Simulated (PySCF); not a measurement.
SMILES C=C/C=C\c1ccco1 (C8H8O), singlet at its GFN2-xTB optimised geometry (Å):

```
17

C     -3.2843    -0.6613     0.0001
C     -1.9580    -0.5348     0.0001
C     -1.0692    -1.6660     0.0000
C      0.2771    -1.6370     0.0000
C      1.1546    -0.5027     0.0000
C      2.5334    -0.5027     0.0000
C      2.9366     0.8476     0.0000
C      1.7867     1.5784     0.0000
O      0.7113     0.7775     0.0000
H     -3.7596    -1.6292     0.0001
H     -3.9387     0.1932     0.0002
H     -1.5082     0.4465     0.0001
H     -1.5509    -2.6359     0.0000
H      0.8138    -2.5766     0.0000
H      3.1683    -1.3652     0.0000
H      3.9387     1.2248     0.0000
H      1.6094     2.6359     0.0000
```

Computed with PySCF with PBE/def2-SVP.

Map of the log10 of the electron density (e/bohr³), floored at −4 on the plane z = 1.0 Å:

```
|0000000000000000000000000|
|0000000000000000000000000|
|0000000000000000000000000|
|0000000000000000000000000|
|0000000000000001100000000|
|0000000000000134320000000|
|0000000000000256642100000|
|0000000000001468764321000|
|0000000000014579986653100|
|0001111123346789998875200|
|0013444455557999999975300|
|0035676677657998899864200|
|0036888898656899899753000|
|0036899999767899999752000|
|0035899999888999998742000|
|0025787789999987777641000|
|0024665579999986555530000|
|0002443468877875323210000|
|0000112356655664200000000|
|0000000234333332000000000|
|0000000011100110000000000|
|0000000000000000000000000|
|0000000000000000000000000|
|0000000000000000000000000|
|0000000000000000000000000|
```
Scale: ten equal steps from -4.00 (start of '0') to -1.41 (end of '9'), in the order '0123456789'; x runs from -6.00 to 6.00, y from -6.00 (bottom) to 6.00 (top).
